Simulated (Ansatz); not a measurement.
Program: Ansatz. Geometries: PBE0-D4/def2-TZVP. ΔE: electronic, gas phase. CBS: MP2 limit from def2 TZ/QZ plus the TZ coupled-cluster correction, frozen cores. This one scheme is used for every species. Functionals use def2-TZVPP. B3LYP here is the variant with VWN-RPA as its local correlation; programs differ in this. For Ga outer-core shells are correlated without core-valence functions, which leaves a few kJ/mol of doubt a bond. Scalar relativity is left out up to krypton. Each species was taken in one conformer, which may not be the lowest.

Reaction (substitution at a C–Si bond): `[SiH3]C[SiH2][GaH2]` + H–F → `FC[SiH2][GaH2]` + SiH₄

```
  level  ΔE (kJ/mol)
  B3LYP         87.0
LC-ωPBE        109.6
```

Q: What does CCSD(T)/CBS give? (An estimate is asked.)

A: Ansatz gave: +124.3 kJ/mol. The listed levels differ from it by -37.3, -14.7 kJ/mol.

Q: What do rigid-rotor, harmonic-oscillator terms from PBE0-D4/def2-TZVP frequencies (298.15 K, 1 bar) make of the CCSD(T)/CBS value? (Best estimate.)

A: Ansatz gave: ΔZPE = -2.0 kJ/mol, ΔH = +121.2 kJ/mol, ΔS = 13 J/(mol·K), ΔG = +117.2 kJ/mol.

Largest T1 diagnostic among the species: 0.013.

From BLYP to BHLYP (50 % exact exchange), in def2-TZVPP and without D4, ΔE moves by +13.6 kJ/mol. The D4 term adds +15.7 kJ/mol with B3LYP and +8.6 kJ/mol with PBE0; it sums over pairs of atoms, weighted by their polarisabilities, and B3LYP, whose exchange is more repulsive, gets the larger term.

CCSD(T)/CBS has its own doubt, a few kJ/mol and more with outer-core shells, so smaller differences from it don't rank the levels.
